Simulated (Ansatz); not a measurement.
Consider the substitution at a C–C bond: `CCCCC` + `[CH3][Al]([OH])[OH]` → `C[O][Al]([CH3])[OH]` + `CCCC`.

Program: Ansatz. Geometries: PBE0-D4/def2-TZVP. ΔE: electronic, gas phase. CBS: MP2 limit from def2 TZ/QZ plus the TZ coupled-cluster correction, frozen cores. DFT in def2-TZVPP. HSE06 is defined as in plane-wave codes. Each species was taken in one conformer, which may not be the lowest.

Is it downhill or uphill in electronic energy at CCSD(T)/CBS, and by how much? (Estimate.)

The calculation gave: Uphill: ΔE = +14.4 kcal/mol.

What do these levels give: PBE-D4, BLYP-D4, r2SCAN0-D4, HSE06-D4, CAM-B3LYP-D4, PBE? (An estimate is asked.)

Ansatz gave: PBE-D4 12.8, BLYP-D4 11.5, r2SCAN0-D4 13.2, HSE06-D4 13.0, CAM-B3LYP-D4 12.0, PBE 12.3 kcal/mol.

Largest T1 diagnostic among the species: 0.012.

At CCSD(T), def2-SVP lies −3.4 kcal/mol from the extrapolated value and def2-TZVPP −0.7 kcal/mol. In def2-TZVPP, CCSD(T) changes the Hartree–Fock value by +3.6 kcal/mol (the triples alone add +0.3 kcal/mol) and MP2 by +5.0 kcal/mol.
